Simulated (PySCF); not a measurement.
CH8ClN3Si, SMILES NC[Si](N)(N)Cl.

Coordinates come from a PBE-D3(BJ)/def2-SVP optimisation. The structure was generated by enumeration, and PubChem lists no compound with its InChIKey, so it may never have been made. One conformer was computed; it need not be the lowest.

Method: PBE-D3(BJ)/def2-SVP (PySCF).

Frequencies are harmonic and unscaled.

### Question
Give all harmonic wavenumbers and intensities. (Estimate from the structure and the level; the computed values follow.)

### Answer

| mode | ν (cm⁻¹) | IR (km/mol) | moving atoms (share of kinetic energy) |
|---|---|---|---|
| 1 | 79 | 0.9 | N 54 %, H 24 %, Cl 13 % |
| 2 | 130 | 2.8 | N 57 %, Cl 20 %, H 18 % |
| 3 | 145 | 3.3 | H 44 %, N 36 %, C 14 % |
| 4 | 201 | 8.3 | N 44 %, H 26 %, Cl 19 %, Si 9 % |
| 5 | 227 | 4.0 | H 42 %, N 29 %, Cl 13 %, Si 11 % |
| 6 | 233 | 8.7 | H 80 %, N 15 % |
| 7 | 256 | 8.8 | N 32 %, H 30 %, Cl 15 %, Si 14 %, C 9 % |
| 8 | 318 | 116.2 | H 85 %, N 12 % |
| 9 | 337 | 66.6 | H 89 % |
| 10 | 359 | 43.2 | H 83 %, N 14 % |
| 11 | 379 | 6.4 | N 41 %, Si 27 %, H 17 %, C 14 % |
| 12 | 444 | 72.8 | H 57 %, N 22 %, Cl 13 % |
| 13 | 468 | 162.5 | Cl 30 %, Si 27 %, H 25 %, N 11 % |
| 14 | 645 | 22.3 | C 42 %, H 32 %, Si 16 %, N 9 % |
| 15 | 710 | 7.3 | H 68 %, C 24 % |
| 16 | 767 | 13.9 | H 49 %, N 43 % |
| 17 | 808 | 94.8 | H 61 %, N 20 %, Si 15 % |
| 18 | 855 | 251.2 | H 37 %, Si 31 %, N 30 % |
| 19 | 896 | 123.4 | Si 38 %, N 35 %, H 24 % |
| 20 | 912 | 137.1 | H 56 %, N 28 %, Si 10 % |
| 21 | 1052 | 9.8 | H 97 % |
| 22 | 1073 | 14.4 | C 44 %, H 28 %, N 28 % |
| 23 | 1217 | 3.0 | H 73 %, C 24 % |
| 24 | 1335 | 0.1 | H 82 %, N 10 % |
| 25 | 1373 | 4.4 | H 93 % |
| 26 | 1472 | 51.0 | H 89 %, N 11 % |
| 27 | 1490 | 46.7 | H 89 %, N 11 % |
| 28 | 1595 | 14.9 | H 93 % |
| 29 | 2957 | 20.8 | H 95 % |
| 30 | 3013 | 11.8 | H 91 %, C 9 % |
| 31 | 3378 | 1.4 | H 96 % |
| 32 | 3453 | 1.5 | H 92 %, N 8 % |
| 33 | 3474 | 13.5 | H 96 % |
| 34 | 3503 | 25.1 | H 96 % |
| 35 | 3571 | 16.9 | H 91 %, N 9 % |
| 36 | 3608 | 30.1 | H 91 %, N 9 % |
